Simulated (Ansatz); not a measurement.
Reaction (hydrogenolysis of a C–Si bond): `C[SiH](O)C(N)=O` + H₂ → `NC=O` + `C[SiH2]O`

Program: Ansatz. Geometries: PBE0-D4/def2-TZVP. ΔE: electronic, gas phase. CCSD(T)/CBS is the MP2 limit (def2-TZVPP, def2-QZVPP) plus CCSD(T) − MP2 in def2-TZVPP, frozen cores. This one scheme is used for every species. One conformer a species, not always the lowest.

| species | CCSD(T)/CBS(def2) energy (Eh) |
| --- | --- |
| `C[SiH](O)C(N)=O` | -574.52121 |
| H₂ | -1.17544 |
| `NC=O` | -169.73435 |
| `C[SiH2]O` | -405.96945 |

Question: Work out ΔE.

Answer: ΔE = (-169.73435) + (-405.96945) − (-574.52121) − (-1.17544) = -0.00715 Eh = -18.8 kJ/mol.

Largest T1 diagnostic among the species: 0.016.

In def2-TZVPP, CCSD(T) changes the Hartree–Fock value by +32.8 kJ/mol (the triples alone add +7.2 kJ/mol) and MP2 by +35.4 kJ/mol. From PBE to PBE0 (25 % exact exchange), in def2-TZVPP and without D4, ΔE moves by −6.3 kJ/mol.
